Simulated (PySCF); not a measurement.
Isomers of C6H8Cl2O2.

All values: PBE0/pcSseg-1 (PySCF) at GFN2-xTB geometries, gas phase, one conformer each.

**Question.** Rank by dipole moment, lowest first.
A. `[CH3:1]/[C:2](=[CH:3]/[CH2:4][C:5](=[O:6])[OH:7])[CH:8]([Cl:9])[Cl:10]` with C2–C3–C4–C5 -98°, C3–C4–C5–O6 -17°, C4–C5–O7–H 180°, C1–C2–C8–Cl9 -123°
B. `[O:1]=[C:2]([Cl:3])[CH2:4][CH2:5][CH2:6][CH2:7][C:8](=[O:9])[Cl:10]` with O1–C2–C4–C5 -6°, C2–C4–C5–C6 -85°, C4–C5–C6–C7 68°, C5–C6–C7–C8 -85°, C6–C7–C8–O9 -6°
C. `[CH3:1][C:2](=[O:3])[O:4]/[CH:5]=[C:6](/[CH3:7])[CH:8]([Cl:9])[Cl:10]` with C1–C2–O4–C5 180°, C2–O4–C5–C6 180°, C5–C6–C8–Cl9 120°

**Answer.** A (1.29 D), C (1.67 D), B (4.38 D).

**Question.** Rank by HOMO–LUMO gap, lowest first.
A. `[O:1]=[C:2]([Cl:3])[CH2:4][CH2:5][CH2:6][CH2:7][C:8](=[O:9])[Cl:10]` with O1–C2–C4–C5 -6°, C2–C4–C5–C6 -85°, C4–C5–C6–C7 68°, C5–C6–C7–C8 -85°, C6–C7–C8–O9 -6°
B. `[CH3:1][C:2](=[O:3])[O:4]/[CH:5]=[C:6](/[CH3:7])[CH:8]([Cl:9])[Cl:10]` with C1–C2–O4–C5 180°, C2–O4–C5–C6 180°, C5–C6–C8–Cl9 120°
C. `[CH3:1]/[C:2](=[CH:3]\[CH2:4][O:5][CH:6]=[O:7])[CH:8]([Cl:9])[Cl:10]` with C2–C3–C4–O5 -176°, C3–C4–O5–C6 -163°, C4–O5–C6–O7 0°, C1–C2–C8–Cl9 63°
D. `[CH3:1]/[C:2](=[CH:3]/[CH2:4][C:5](=[O:6])[OH:7])[CH:8]([Cl:9])[Cl:10]` with C2–C3–C4–C5 -98°, C3–C4–C5–O6 -17°, C4–C5–O7–H 180°, C1–C2–C8–Cl9 -123°

**Answer.** B (6.53 eV), D (6.66 eV), C (6.96 eV), A (7.49 eV).

All values together:

```
                SMILES  μ (D)  HOMO (eV)  LUMO (eV)  lowest IAO charge (e)  highest IAO charge (e)  lowest Hirshfeld charge (e)  highest Hirshfeld charge (e)
    O=C(Cl)CCCCC(=O)Cl   4.38      -8.63      -1.14             -0.363 (O)              +0.368 (C)                   -0.185 (O)                    +0.187 (C)
C/C(=C/CC(=O)O)C(Cl)Cl   1.29      -7.52      -0.86             -0.483 (O)              +0.541 (C)                   -0.277 (O)                    +0.207 (C)
CC(=O)O/C=C(/C)C(Cl)Cl   1.67      -7.47      -0.93             -0.476 (C)              +0.534 (C)                   -0.243 (O)                    +0.227 (C)
  C/C(=C\COC=O)C(Cl)Cl   1.33      -7.80      -0.83             -0.446 (O)              +0.403 (C)                   -0.253 (O)                    +0.178 (C)
```

Conformers: `[O:1]=[C:2]([Cl:3])[CH2:4][CH2:5][CH2:6][CH2:7][C:8](=[O:9])[Cl:10]` with O1–C2–C4–C5 -6°, C2–C4–C5–C6 -85°, C4–C5–C6–C7 68°, C5–C6–C7–C8 -85°, C6–C7–C8–O9 -6°; `[CH3:1]/[C:2](=[CH:3]/[CH2:4][C:5](=[O:6])[OH:7])[CH:8]([Cl:9])[Cl:10]` with C2–C3–C4–C5 -98°, C3–C4–C5–O6 -17°, C4–C5–O7–H 180°, C1–C2–C8–Cl9 -123°; `[CH3:1][C:2](=[O:3])[O:4]/[CH:5]=[C:6](/[CH3:7])[CH:8]([Cl:9])[Cl:10]` with C1–C2–O4–C5 180°, C2–O4–C5–C6 180°, C5–C6–C8–Cl9 120°; `[CH3:1]/[C:2](=[CH:3]\[CH2:4][O:5][CH:6]=[O:7])[CH:8]([Cl:9])[Cl:10]` with C2–C3–C4–O5 -176°, C3–C4–O5–C6 -163°, C4–O5–C6–O7 0°, C1–C2–C8–Cl9 63°.
